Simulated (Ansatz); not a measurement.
`N[SiH2]CCF` and `N[SiH2]CBCl` differ in one atom or group.

Ansatz, PBE0-D4/def2-TZVP geometries, multiplicity 1. Each molecule was computed in one conformer, which needn't be the lowest.

```
                                      property  `N[SiH2]CCF`
            LUMO energy (PBE0/def2-TZVPP) / eV          0.37
           HOMO–LUMO gap (PBE/def2-TZVPP) / eV          5.63
            HOMO energy (PBE0/def2-TZVPP) / eV         -7.51
       HOMO–LUMO gap (ωB97M-V/def2-TZVPP) / eV         11.76
size of the dipole moment (PBE/def2-TZVPP) / D          2.43
         HOMO energy (ωB97M-V/def2-TZVPP) / eV         -9.88
```

Task: What does the change do to each property? (Estimate.)

Result: Ansatz gave: 
| property | `N[SiH2]CBCl` | shift |
| --- | --- | --- |
| LUMO energy (PBE0/def2-TZVPP) / eV | -1.25 | -1.62 |
| HOMO–LUMO gap (PBE/def2-TZVPP) / eV | 3.97 | -1.66 |
| HOMO energy (PBE0/def2-TZVPP) / eV | -7.55 | -0.04 |
| HOMO–LUMO gap (ωB97M-V/def2-TZVPP) / eV | 10.58 | -1.18 |
| size of the dipole moment (PBE/def2-TZVPP) / D | 1.74 | -0.69 |
| HOMO energy (ωB97M-V/def2-TZVPP) / eV | -9.90 | -0.02 |

Dipoles are sizes alone; their direction can turn.
